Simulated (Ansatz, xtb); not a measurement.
# BFH6OSi2: which of two isomers lies lower

We compare I, `BO[Si@H](F)[SiH3]`, a singlet, with II, `FBO[SiH2][SiH3]`, a singlet. Both are isolated molecules in the gas phase, relaxed with B3LYP-D3(BJ)/def2-SVP; each stands in its lowest conformer found.

Quicker runs give these differences E(II) − E(I): GFN2-xTB +4.0 kcal/mol; HF/STO-3G −29.8 kcal/mol (at GFN2-xTB geometries); r2SCAN-D4/def2-SVP −11.6 kcal/mol (at GFN2-xTB geometries).

Task: Estimate which is lower in electronic energy at CCSD(T)/def2-SVP + ΔMP2/def2-TZVPP, and by roughly how much.

Result: The CCSD(T)/def2-SVP + ΔMP2/def2-TZVPP calculation puts structure II lower, by 3.9 kcal/mol.

How the difference moves with the method:

```json
{"level": "GFN2-xTB", "geometry": "GFN2-xTB", "E(II) − E(I) (kcal/mol)": "+4.0", "departure from the last row (kcal/mol)": "+7.8", "job, with rough time for the two": "optimisation, 0.67 s"}
{"level": "HF/STO-3G", "geometry": "GFN2-xTB", "E(II) − E(I) (kcal/mol)": "−29.8", "departure from the last row (kcal/mol)": "−25.9", "job, with rough time for the two": "single point, 0.56 s"}
{"level": "r2SCAN-D4/def2-SVP", "geometry": "GFN2-xTB", "E(II) − E(I) (kcal/mol)": "−11.6", "departure from the last row (kcal/mol)": "−7.7", "job, with rough time for the two": "single point, 3.6 s"}
{"level": "B3LYP-D3(BJ)/def2-SVP", "geometry": "B3LYP-D3(BJ)/def2-SVP", "E(II) − E(I) (kcal/mol)": "−11.0", "departure from the last row (kcal/mol)": "−7.1", "job, with rough time for the two": "optimisation, 92 s"}
{"level": "HF/def2-SVP", "geometry": "B3LYP-D3(BJ)/def2-SVP", "E(II) − E(I) (kcal/mol)": "−10.1", "departure from the last row (kcal/mol)": "−6.2", "job, with rough time for the two": "part of the CCSD(T) run"}
{"level": "MP2/def2-SVP", "geometry": "B3LYP-D3(BJ)/def2-SVP", "E(II) − E(I) (kcal/mol)": "−10.2", "departure from the last row (kcal/mol)": "−6.3", "job, with rough time for the two": "part of the CCSD(T) run"}
{"level": "CCSD(T)/def2-SVP", "geometry": "B3LYP-D3(BJ)/def2-SVP", "E(II) − E(I) (kcal/mol)": "−10.7", "departure from the last row (kcal/mol)": "−6.8", "job, with rough time for the two": "single point"}
{"level": "CCSD(T)/def2-SVP + ΔMP2/def2-TZVPP", "geometry": "B3LYP-D3(BJ)/def2-SVP", "E(II) − E(I) (kcal/mol)": "−3.9", "departure from the last row (kcal/mol)": "", "job, with rough time for the two": "single point, 37 s"}
```

As drawn, II has 1 B–F, 1 Si–H in place of 1 F–Si, 1 B–H.

GFN2-xTB puts the two in the other order. The largest departure from CCSD(T)/def2-SVP + ΔMP2/def2-TZVPP is that of HF/STO-3G, 25.9 kcal/mol. The last row adds to CCSD(T) the change of the MP2 difference between the two basis sets, here +6.8 kcal/mol, a large step that makes the value less sure.

With harmonic frequencies from B3LYP-D3(BJ)/def2-SVP (ideal gas, rigid rotor, one conformer each, 400 K, 1 atm): on the last row, ΔE + ΔZPE = −3.9 kcal/mol. A mode under 50 cm⁻¹ makes harmonic enthalpies and free energies unreliable, so none is given.

The correlated steps freeze 13 core orbitals. Programs: Ansatz 0.2.0, xtb 6.7.1; the last row on 2 threads of Intel(R) Xeon(R) Platinum 8259CL CPU @ 2.50GHz (Skylake/Cascade Lake) on a shared host.
